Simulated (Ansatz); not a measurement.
`[CH3][Sn][Cl]` + HCl → `[Cl][Sn][Cl]` + CH₄  (ligand exchange at the Sn–C bond)

Computed with Ansatz on PBE0-D4/def2-TZVP structures; ΔE is electronic, products minus reactants. CCSD(T)/CBS adds triple-zeta CCSD(T) − MP2 to the extrapolated MP2 energy (def2 sets, frozen cores). This one scheme is used for every species. Functionals use def2-TZVPP. B3LYP here is the variant with VWN-RPA as its local correlation; programs differ in this. def2 core potentials past Kr. For Sn outer-core shells are correlated without core-valence functions, which leaves a few kJ/mol of doubt a bond.

CCSD(T)/CBS gives -39.6 kcal/mol.

(1) Another level gave -36.8 kcal/mol. Which?
A. CCSD/def2-TZVPP
B. PBE0/def2-TZVPP
C. B3LYP-D4/def2-TZVPP
D. RPA@PBE/def2-TZVPP

Largest T1 diagnostic among the species: 0.014.

Results:

(1) D. RPA@PBE/def2-TZVPP -36.8, CCSD/def2-TZVPP -37.8, B3LYP-D4 -42.2, PBE0 -40.8 kcal/mol.

From BLYP to BHLYP (50 % exact exchange), in def2-TZVPP and without D4, ΔE moves by +0.7 kcal/mol. Leaving LDA and LC-ωPBE aside and taking each functional with its dispersion term where it has one, the values, not all of them listed here, spread over 3.6 kcal/mol, from B97M-V to PBE-QIDH. LDA lies +1.8 kcal/mol from PBE without D4.
